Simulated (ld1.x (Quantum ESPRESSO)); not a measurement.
Transferability test, TM potential for Al (Z = 13)

aluminium, norm-conserving Troullier–Martins (Kleinman–Bylander form), made with ld1.x (Quantum ESPRESSO) 7.5 (LDA (PZ), scalar-relativistic). Core [Ne], reference 3s1.75 3p1.25. Waves: 3p (bound): rc 2.15 bohr; 3s (bound): rc 1.70 bohr. Local part: the s channel. Core correction: a·sin(br)/r model core inside 0.85 bohr.

Energies are relative to the spin-unpolarised reference configuration 3s1.75 3p1.25; without spin polarisation the order of configurations can differ from experiment. Spin-polarised rows fill each open shell by Hund’s rule, majority spin first.

Give the all-electron excitation energy and the error of the potential for: 3s2 3p1; 3s2 3p0; 3s1 3p0; 3s1 3p1; 3s0 3p3; 3s2 3p1.3; 3s2 3p0.5; 3s1.75 3p1.25 (spin-polarised); 3s2 3p1 (spin-polarised).

```csv
valence configuration,charge,ΔE all-electron (eV),error AE − PS (meV)
3s2 3p1,0,-1.269,-0.1
3s2 3p0,+1,4.578,+1.1
3s1 3p0,+2,23.955,+12
3s1 3p1,+1,10.397,+3.7
3s0 3p3,0,9.237,-5.4
3s2 3p1.3,-0.3,-1.867,+0.2
3s2 3p0.5,+0.5,0.856,-0.1
3s1.75 3p1.25 (spin-polarised),0,-0.328,+2.2
3s2 3p1 (spin-polarised),0,-1.404,+0.8
```

Levels in the configuration 3s0 3p3:

| level | all-electron (eV) | pseudo (eV) |
| --- | --- | --- |
| 3p | -3.945 | -3.940 |
